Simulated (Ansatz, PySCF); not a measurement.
Gas-phase reaction in SMILES: CC[Si](N)(N)N + C (CH4) + 3 [SiH4] (SiH4) -> CC (C2H6) + C[SiH3] [methylsilane] + 3 N[SiH3]
Structures are relaxed separately at B3LYP-D3(BJ)/def2-TZVP in Ansatz (a program for electronic structure), one conformer each, not searched for the lowest. Frequencies are from Ansatz or PySCF.
Geometry of the first species:
SMILES: CC[Si](N)(N)N
```xyz
17

C      2.2926    -0.7957     0.1577
C      0.9914    -0.9487    -0.6396
Si    -0.4140     0.1418    -0.0365
N      0.1434     1.7656    -0.2183
N     -1.8172    -0.4199    -0.8694
N     -0.8624     0.0659     1.6205
H      3.0789    -1.4556    -0.2162
H      2.1348    -1.0365     1.2114
H      2.6667     0.2286     0.1145
H      1.1777    -0.7357    -1.6993
H      0.6500    -1.9878    -0.6024
H     -0.4166     2.5368     0.1105
H      0.6901     2.0328    -1.0215
H     -1.7436    -0.7763    -1.8090
H     -2.7125     0.0188    -0.7188
H     -1.3921    -0.7139     1.9733
H     -0.2881     0.4888     2.3308
```

Property: bond separation energy (enthalpy at 298 K, with B3LYP-D3(BJ) rigid-rotor harmonic-oscillator terms), in kcal/mol. Cores are frozen in the correlated levels unless marked. Spin-orbit coupling is left out. No relativistic terms. Basis-set limits of correlation are two-point, X^-3; Hartree-Fock from the larger set. [CCSD(T)-MP2]/basis is that difference in the basis named.

| level | program | bond separation energy (kcal/mol) |
|---|---|---|
| PBE-D4/def2-TZVPD | Ansatz + dftd4 | (withheld) |
| r2SCAN/def2-TZVPD | Ansatz | 14.1 |
| SCS-MP2/cc-pV(T+d)Z | Ansatz | 13.3 |
| RI-MP2/CBS(cc-pV(T+d)Z,cc-pV(Q+d)Z)+[CCSD(T)-MP2]/cc-pV(T+d)Z | Ansatz | (withheld) |

Question: Some entries are withheld; supply them.

Answer: 
- PBE-D4/def2-TZVPD, bond separation energy (kcal/mol): 14.8
- RI-MP2/CBS(cc-pV(T+d)Z,cc-pV(Q+d)Z)+[CCSD(T)-MP2]/cc-pV(T+d)Z, bond separation energy (kcal/mol): 14.7
